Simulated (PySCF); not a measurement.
Compound: C4H6NSi (doublet state).
Geometry (GFN2-xTB, Å), atoms numbered from 1 in this order:
```xyz
12
C4H6NSi angstrom
C     -2.3037   -0.8114    0.3370
C     -1.3970   -0.0089   -0.1073
Si    -0.0082    1.1746   -0.1567
C      1.5371    0.1051   -0.5744
C      1.7848   -0.8402    0.4621
N      1.9594   -1.5830    1.3162
H     -2.5055   -0.9704    1.3942
H     -2.9370   -1.3993   -0.3192
H      0.2725    1.9058    1.0872
H     -0.1991    2.1139   -1.2683
H      2.4147    0.7430   -0.6850
H      1.3832   -0.4299   -1.5118
```

The hyperfine couplings belong to this conformer and change with its torsions.

The species is `C(#N)C[SiH2][C]=C` [radical].

Computed, not measured: UKS B3LYP, pcH-1 on C H N Si, non-relativistic, mean-field spin-orbit, GIAO (PySCF 2.14.0). Isolated species at its GFN2-xTB geometry (one conformer only). Couplings are sensitive to structure, and on GFN2-xTB geometries they can be far from those on DFT ones. Stability of the SCF solution: not tested.

Computed for the main isotopes (class means, splittings of 0.05 mT or more): g = 2.0022; H7 1H +191.4 MHz (6.83 mT); H8 1H +164.9 MHz (5.89 mT); H9/H10 1H +59.0 MHz (2.11 mT); 12 first-order lines, 16.93 mT wide.

Q: What changes when 1H at H8 is replaced by 2H?

A: Only the nuclear moment changes in this model. The ratio of g factors is 0.85744/5.58569 = 0.1535, so a goes from +164.9 to +25.3 MHz (0.903 mT). The spin goes from 1/2 to 1, so the 1:1 doublet becomes a 1:1:1 triplet. The spectrum then has 18 first-order lines over 12.85 mT.

Lines, offset from centre (mT) (relative intensity): -6.43 (1), -5.52 (1), -4.62 (1), -4.32 (2), -3.42 (2), -2.51 (2), -2.21 (1), -1.31 (1), -0.41 (1), +0.41 (1), +1.31 (1), +2.21 (1), +2.51 (2), +3.42 (2), +4.32 (2), +4.62 (1), +5.52 (1), +6.43 (1)

Q: Give position and intensity of the satellites from 13C at C2.

A: a = +120.7 MHz, or 4.31 mT in magnitude, and I = 1/2, so to first order each main line has two satellites, at ±2.15 mT. The isotope's abundance is about 1.07 %, shared among 2 lines, so each has 0.54 % of the main line's intensity.

Q: Give position and intensity of the satellites from 13C at C1.

A: a = -50.0 MHz, or 1.78 mT in magnitude, and I = 1/2, so to first order each main line has two satellites, at ±0.89 mT. The isotope's abundance is about 1.07 %, shared among 2 lines, so each has 0.54 % of the main line's intensity.

Class means assume fast exchange of nuclei equivalent by connectivity; if that motion is slow, each nucleus keeps its own coupling. The 1H value of +59.0 MHz is a mean of couplings from 28.3 to 89.7 MHz in this one geometry, not an average over conformers.

Time: 45 s of wall time (grids of density and orbitals included); peak memory 0.76 GiB. Hardware: an Arm Neoverse V1 with one thread, no GPU, shared host with 64 logical CPUs at a one-minute load of 35.
